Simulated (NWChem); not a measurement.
Correlation energy of Ga (-1)

```
Ga
```
Charge -1, spin multiplicity 3.

Program: NWChem.

Basis set: def2-TZVPD. Each correlation energy counts from its own Hartree-Fock reference.

The Hamiltonian is non-relativistic. The correlated methods keep 9 core orbitals frozen. The stability of the SCF solutions was not checked. Open-shell Hartree-Fock references start from PBE0 orbitals. No row is a measurement; the coupled-cluster row has its own basis-set and correlation limits.

Q: For the correlation energy, CCSD(T) on UHF gives -202.6 mHa and SCS-UMP2 gives -174.7 mHa. What do CCSD[T] on UHF, CCSD(T) on ROHF, UMP2 give?

A: CCSD[T] on UHF: -204.0 mHa; CCSD(T) on ROHF: -206.4 mHa; UMP2: -190.1 mHa.
